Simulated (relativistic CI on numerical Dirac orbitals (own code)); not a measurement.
**What each ingredient does to the levels of Cd XVII**

Base calculation: Dirac-Coulomb-Breit CI, separate exchange-only KLI orbitals for each configuration, QED by a radiative potential, unscaled Slater integrals.

Configurations in the expansion (outside the closed core [Ar] 3d10): 4s2.4p2, 4s.4p3, 4p4, 4s2.4p.4d, 4s.4p2.4d, 4s2.4p.4f, 4s.4p2.4f, 4p3.4d, 4s.4p.4d2, 4s2.4d.4f, 4s2.4p.5s, 4p3.4f, 4s2.4p.5p, 4p3.5s, 4s.4p.4d.5s, 4s.4p2.5s, 4s2.4p.5d, 4p2.4d.4f, 4s2.4f.5s, 4s.4p2.5p, 4s2.4p.5f, 4s.4p.4f2, 4s2.4p.5g, 4s2.4p.6s, 4s.4p2.5d, 4s2.4p.6p, 4s.4p.5s2, 4s2.4d2, 4s.4d3, 4s.4d2.4f, 4p2.4d2, 4p.4d3, 4p.4d2.4f, 4p.4d2.5s, 4s2.4f2, 4s.4d.4f2, 4s.4f3, 4p2.4f2, 4p.4d.4f2, 4p.4f3, 4p.4f2.5s, 4s2.4d.5s, 4s.4d2.5s, 4s.4d.4f.5s, 4s.4p.4d.4f, 4p2.4d.5s, 4p.4d.4f.5s, 4p.4d.5s2, 4s2.5s2, 4s.4d.5s2, 4s.4f.5s2, 4s.4p.4f.5s, 4s.4f2.5s. Double excitations out of closed p, d and f shells are left out; levels of such configurations are missing from the list, as are those of other unlisted configurations, and high levels can miss mixing partners. These lack a partner that the ground configuration has and come out too high: 4s.4p2.5p, 4s.4p2.5d, 4s2.4p.5p, 4s2.4p.5d, 4s2.4p.5f.

Variants: (1) only the first 3 configurations. Shifts of the energy above 4s2.4p2 3P_0, in cm⁻¹, for the lowest level and the first level of each name with at least 55 % of one term (blank where a level changes its place among those of its configuration and J or its character, or is not in the variant):

```
          Level    Base    Δ(1)
   4s2.4p2 3P_0       0       0
   4s2.4p2 3P_1   49618   +1156
   4s2.4p2 1S_0  168332   -1785
   4s.4p3 5S°_2  329371   -8706
   4s.4p3 3D°_1  394884  +15072
   4s.4p3 3D°_2  403373  +12919
   4s.4p3 3D°_3  422475  +15513
   4s.4p3 3P°_0  457814  +10191
   4s.4p3 3P°_1  465602  +12509
   4s.4p3 3S°_1  525075  +15990
4s2.4p.4d 3F°_2  585725        
4s2.4p.4d 3F°_3  611062        
4s2.4p.4d 3F°_4  654901        
4s2.4p.4d 3P°_0  694746
```

At this charge energies of transitions that change n are usually good to better than 1 %, and those within a shell (Δn = 0) to a few per cent.

Ionisation energy from the two ground configurations alone: base 420.215 eV. The NIST ASD value (theoretical) is 421 eV.

LS names give the leading component of a level, which can be under half, so a name can repeat, a term be missing and a line seem to break the LS rules.
